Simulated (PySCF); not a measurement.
NMR data simulated for an unnamed compound:

$^{1}$H NMR (400 MHz, computed): δ 9.13 (d, 1H), 8.74 (d, 1H), 5.30 (s, 2H), 2.29 (br s, 2H), 1.67 (s, 1H).

$^{13}$C{$^{1}$H} NMR (computed): δ 175.6 (CH2), 96.8 (CH), 88.6 (C).

Level of theory: GFN2-xTB structure, NMR shieldings at PBE0/pcSseg-1/GIAO, in PySCF 2.14 (one averaged value for each set of equivalent atoms, isolated molecule, no relativistic terms, single conformer).

Shifts are taken against calculated references (same method and geometry level): TMS for $^{1}$H (σ = 31.72 ppm) and $^{13}$C (σ = 186.93 ppm).

Which of these does the molecule contain: a Si–H bond, a C≡C triple bond, an OH group, a non-aromatic C=C double bond, a CF3 group, an amide?

## Answers


- A Si–H bond: yes (δH 5.30 (s)).
- A C≡C triple bond: yes (δC 96.8, 88.6; δH 1.67 (s)).
- An OH group: yes (δH 2.29 (br s)).
- A non-aromatic C=C double bond: no.
- A CF3 group: no.
- An amide: no.

The data belong to `C#C[Si](O)(O)O[SiH2]N=C`, C3H7NO3Si2; they needn't prove each group on their own.

Carbon signals by region: 1 in the far downfield region (above 160 ppm), 2 at 50–100 ppm. Above 160 ppm: 175.6, C=N carbon.

OH and NH positions are those of a molecule without intermolecular hydrogen bonds; in solution they move with solvent, concentration and temperature, and exchange usually removes their couplings. Shifts are as computed. Against solution values, carbons near 30 ppm lie about +3 ppm off and those near 130 ppm about +5 ppm. Of 1309 compounds with measured shifts, 239 miss one by over three times the rms of a fit or turn the order of signals round; such compounds aren't used in these exercises. Multiplicities follow the n + 1 count of equivalent neighbours, as no J values were calculated; m marks all less simple cases, F and P coupling included.
